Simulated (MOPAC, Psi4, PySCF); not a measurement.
Torsional profile of C5H13ClSi, SMILES CC(C)(C)C[SiH2]Cl. Scanned: dihedral C2–C5–Si6–Cl7; all other coordinates were relaxed at GFN2-xTB. Points at φ and −φ are mirror images. Heavy atoms are numbered in the order of the SMILES CC(C)(C)C[SiH2]Cl, hydrogens after them in the order of the atoms that carry them; the mirror image has the same energies with the sign of each dihedral reversed.

- PM6, restricted, heats of formation // GFN2-xTB (MOPAC)
- RKS-BP86/6-31G* = PySCF with restricted BP86/6-31G*, spherical d, density fitting // GFN2-xTB
- RHF/LANL2DZ = restricted Hartree-Fock/LANL2DZ, with its core potentials past Ne // GFN2-xTB run with PySCF
- PBE-D3(BJ)/def2-SVP // GFN2-xTB (Psi4)

Energies relative to the lowest point of each profile, in kcal/mol; the last columns give the difference from PBE-D3(BJ):

| φ / ° | PM6 | RKS-BP86/6-31G* | RHF/LANL2DZ | PBE-D3(BJ)/def2-SVP | PM6 − PBE-D3(BJ)/def2-SVP | RKS-BP86/6-31G* − PBE-D3(BJ)/def2-SVP | RHF/LANL2DZ − PBE-D3(BJ)/def2-SVP |
|---|---|---|---|---|---|---|---|
| -160 | 0.4 | 0.1 | 0.3 | 0.5 | -0.1 | -0.4 | -0.3 |
| -140 | 0.8 | 0.6 | 1.0 | 1.1 | -0.4 | -0.5 | -0.1 |
| -120 | 1.0 | 0.9 | 1.4 | 1.4 | -0.4 | -0.4 | 0.0 |
| -100 | 0.6 | 0.6 | 1.1 | 0.6 | 0.0 | 0.0 | 0.4 |
| -80 | 0.0 | 0.6 | 1.2 | 0.0 | 0.0 | 0.6 | 1.2 |
| -60 | 0.0 | 0.8 | 1.9 | 0.0 | 0.0 | 0.8 | 1.9 |
| -40 | 0.2 | 1.5 | 2.6 | 0.3 | -0.1 | 1.2 | 2.4 |
| -20 | 0.6 | 2.5 | 3.7 | 1.3 | -0.6 | 1.2 | 2.4 |
| 0 | 0.9 | 3.0 | 4.2 | 1.8 | -0.9 | 1.2 | 2.4 |
| 20 | 0.6 | 2.5 | 3.7 | 1.3 | -0.6 | 1.2 | 2.4 |
| 40 | 0.2 | 1.5 | 2.6 | 0.3 | -0.1 | 1.2 | 2.4 |
| 60 | 0.0 | 0.8 | 1.9 | 0.0 | 0.0 | 0.8 | 1.9 |
| 80 | 0.0 | 0.6 | 1.2 | 0.0 | 0.0 | 0.6 | 1.2 |
| 100 | 0.6 | 0.6 | 1.1 | 0.6 | 0.0 | 0.0 | 0.4 |
| 120 | 1.0 | 0.9 | 1.4 | 1.4 | -0.4 | -0.4 | 0.0 |
| 140 | 0.8 | 0.6 | 1.0 | 1.1 | -0.4 | -0.5 | -0.1 |
| 160 | 0.4 | 0.1 | 0.3 | 0.5 | -0.1 | -0.4 | -0.3 |
| 180 | 0.4 | 0.0 | 0.0 | 0.4 | 0.0 | -0.4 | -0.4 |

PM6 is furthest from PBE-D3(BJ)/def2-SVP at 0 (-0.9 kcal/mol, below); its mean absolute difference over the points is 0.2 kcal/mol.

RKS-BP86/6-31G* is furthest from PBE-D3(BJ)/def2-SVP at -40 (1.2 kcal/mol, above); its mean absolute difference over the points is 0.7 kcal/mol.

RHF/LANL2DZ is furthest from PBE-D3(BJ)/def2-SVP at 0 (2.4 kcal/mol, above); its mean absolute difference over the points is 1.1 kcal/mol.
